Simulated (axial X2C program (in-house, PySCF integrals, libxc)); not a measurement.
# FMoF⁺: properties at the nuclei

Calculated with an axial X2C code built on PySCF integrals: two-component X2C with atomic mean-field Coulomb and Gaunt terms, Gaussian nuclei, basis F dyall-av3z, Mo dyall-v3z with contracted cores.

F–Mo–F held linear, with bonds 1.831 and 1.831 Å (a rough geometry, not the PBE0 minimum).

Determinant lowest in the PBE0 search, Ω = 3/2 (⟨Sz⟩ = 1.50, ⟨Lz⟩ = 0.00 at PBE0), spin on the atoms F -0.03, Mo 1.56, F -0.03:

```tsv
level	A∥/gI F (MHz)	qzz F (a.u.)	A∥/gI Mo (MHz)	qzz Mo (a.u.)
PBE0	11.5	-0.36	1280	-3.20
HF	0.938	-0.18	1070	-4.43
r2SCAN	13.6	-0.43	1360	-3.19
```

Determinant 0.06 eV from it at PBE0 and this distance, Ω = 1/2 (⟨Sz⟩ = 1.50, ⟨Lz⟩ = -1.00 at PBE0), spin on the atoms F 0.00, Mo 1.50, F 0.00:

```json
{"level": "PBE0", "A∥/gI F (MHz)": "-254", "qzz F (a.u.)": "0.18", "A∥/gI Mo (MHz)": "-2490", "qzz Mo (a.u.)": "-3.39"}
{"level": "HF", "A∥/gI F (MHz)": "-203", "qzz F (a.u.)": "0.23", "A∥/gI Mo (MHz)": "-3190", "qzz Mo (a.u.)": "-3.32"}
{"level": "r2SCAN", "A∥/gI F (MHz)": "-254", "qzz F (a.u.)": "0.15", "A∥/gI Mo (MHz)": "-2710", "qzz Mo (a.u.)": "-3.42"}
```

A∥ (defined per Ω) follows by multiplying with gI = μI/(I μN); qzz is the electric field gradient, eQq0 = 234.96 MHz × Q/barn × qzz. The operators were transformed with the bare-nucleus X2C matrices; with these basis sets, hyperfine constants and field gradients can be off by tens of per cent, and where levels differ in sign neither size nor sign is settled.

Q: With gI(95Mo) = -0.3657, Q(95Mo) = -0.022 barn (g factors from the IAEA table of nuclear moments by Stone; Q from Pyykkö, Mol. Phys. 2018), turn the PBE0 values of the first state into constants in MHz.

A: A∥(95Mo) = 1280 × -0.3657 = -468 MHz; eQq0(95Mo) = 234.96 × (-0.022) × (-3.20) = 16.5 MHz.

The molecule was held linear; bending was not examined, so a bent shape may lie lower.

Each state is one determinant with collinear spin, which with several unpaired electrons need not be a pure state. Unrestricted Hartree–Fock can overshoot spin polarisation at the nuclei. This is the top spin component of a Σ state; components of lower Ω are not single determinants and can lie lower. With several open shells hyperfine constants can be off by a factor of several. At HF a later determinant lies lower. States lie within half an eV, so the first need not be the ground state. Where a field gradient or hyperfine factor spreads by more than a factor of two over the levels, a constant derived from it is not to be relied on. PBE0 term energies can be off by some tenths of an eV.
